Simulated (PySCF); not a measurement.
Molecule: C4H2BrO (charge 0, doublet). It need not be the lowest isomer of its formula. 
Structure (B3LYP-D3(BJ)/def2-TZVP (Ansatz) minimum search):
```
C
O 1 1.3545
C 1 1.3608 2 112.32
H 3 1.0746 1 127.28 2 180.00
C 2 1.3836 1 106.73 3 0.00
C 5 1.3433 2 107.42 1 0.00
H 5 1.0732 6 136.21 3 -180.00
Br 1 1.8644 2 116.46 5 180.00
```
Charge 0, spin multiplicity 2.

Dispersion corrections to the total energy (kcal/mol) from the dftd3 and dftd4 libraries through PySCF: D3(BJ) without and D4 with the three-body term, each with the damping fitted for the functional named.

| functional | D3(BJ) | D4 |
|---|---|---|
| TPSS | -6.13 | … |
| PBE | -4.78 | … |
| LC-wPBE | -4.67 | -5.78 |
| TPSSh | -5.66 | -6.37 |
| HSE06 | -3.30 | -4.05 |
| B2PLYP | … | -3.62 |
| CAM-B3LYP | -3.92 | -4.41 |

Task: Complete the blanks.

Result: 
- TPSS, D4: -7.04
- PBE, D4: -5.18
- B2PLYP, D3(BJ): -4.07
